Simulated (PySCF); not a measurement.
**Correlation energy of As⁺ (arsenic, charge +1)**

[Ar] 3d10 4s2 4p2, high-spin 3P determinant. Calculation: PySCF 2.14, in aug-cc-pVQZ-PP with ECP10MDF (7s6p5d3f2g, 89 functions); a scalar-relativistic core potential. Frozen: 3s2 3p6 3d10; 4 electrons correlated.

| level | correlation energy (mhartree) |
| --- | --- |
| CCSD | -71.87 |
| (T) | -1.87 |
| CCSD(T) | -73.74 |

Diagnostics: T1 = 0.0077, D1 = 0.0198, largest double amplitude 0.090.

**Question.** Is a single reference adequate?

**Answer.** Mostly. T1 lies below 0.03, but a double amplitude of this size points to a near-degeneracy that CCSD handles and MP2 describes poorly.
